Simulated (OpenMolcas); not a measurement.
**Ionisation energies of hafnium**

```
Program             : OpenMolcas
Basis               : ANO-RCC-VQZP [9s8p6d4f3g2h]
Scalar Hamiltonian  : DKH2, point nucleus
Spin-orbit coupling : state interaction with AMFI integrals over the reference wave functions, term energies averaged over their components
```

Active shells in each charge state: the valence d shell, with orbitals averaged over the low states. Where CASPT2's correlated closed shells are named, they are those of the first ion.

A. CASSCF
B. SS-CASPT2, IPEA 0.25 Eh, imaginary shift 0.1 Eh (closed shells correlated: 5s 5p)
C. SS-CASPT2, IPEA 0.25 Eh, imaginary shift 0.1 Eh (closed shells correlated: none)
D. SS-CASPT2, IPEA 0.25 Eh, imaginary shift 0.1 Eh (closed shells correlated: 4f 5s 5p)
E. SS-CASPT2, IPEA 0 Eh, imaginary shift 0.1 Eh (closed shells correlated: 5s 5p)

Energies in eV between the lowest computed levels, named as in B; reference values from the NIST Atomic Spectra Database with their kind.

```tsv
From	To	A	B	C	D	E	Spin-orbit share in B	Reference
Hf2+ 5d2 3F2	Hf3+ 5d 2D 3/2	21.565	22.311	21.732	22.717	22.359	+0.157	22.550 (theoretical)
Hf3+ 5d 2D 3/2	Hf4+ 5p6 1S0	32.354	33.024	32.354	33.509	33.077	+0.371	33.370 (semi-empirical)
```

The lowest level within the active space need not be the ion's true ground level.
